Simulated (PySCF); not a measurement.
**Basis and Hamiltonian dependence of the ionisation energy of Rb**

Rb [Kr] 5s1 (2S) → Rb⁺ [Kr] (1S). Calculated with PySCF 2.14 from differences of total energies of unrestricted determinants, without spin-orbit coupling. Values in eV.

```tsv
basis	Hamiltonian	functions	UHF	PBE	PBE0	CCSD(T) (valence and next inner shell)
def2-SVP with the def2 core potential (28 electrons)	ECP	24	3.805	4.280	4.203	n/a
def2-TZVP with the def2 core potential (28 electrons)	ECP	33	3.805	n/a	4.204	n/a
Sapporo-DKH3-DZP-2012	spin-free X2C	35	3.803	n/a	4.203	n/a
jorge-DZP-DKH	spin-free X2C	36	3.769	n/a	4.196	n/a
aug-cc-pVDZ-X2C	spin-free X2C	45	3.803	4.264	4.193	n/a
x2c-TZVPall	spin-free X2C	63	3.798	n/a	4.199	n/a
def2-QZVPPD with the def2 core potential (28 electrons)	ECP	63	3.804	4.289	4.207	4.124
aug-cc-pVTZ-X2C	spin-free X2C	68	3.803	4.285	4.204	n/a
x2c-TZVPPall	spin-free X2C	79	3.798	4.278	4.199	4.118
aug-cc-pwCVTZ-X2C	spin-free X2C	93	3.803	4.290	4.207	4.150
x2c-TZVPPall with one added diffuse shell each of s, p, d, f type	spin-free X2C	95	3.799	4.281	4.201	4.123
x2c-QZVPPall	spin-free X2C	111	3.800	4.285	4.202	n/a
dyall-av2z	non-relativistic	115	3.745	4.215	4.135	n/a
x2c-QZVPPall with one added diffuse shell each of s, p, d, f, g type	spin-free X2C	136	3.801	4.286	4.204	n/a
```

Frozen in the all-electron rows: valence: [Kr]; valence and next inner shell: [Ar] 3d10; with a core potential, the same shells as far as they lie outside it.

Non-relativistic rows lack the scalar-relativistic shift.

Reference for a calculation without spin-orbit coupling: 4.177 eV (measured, between term centres; NIST).
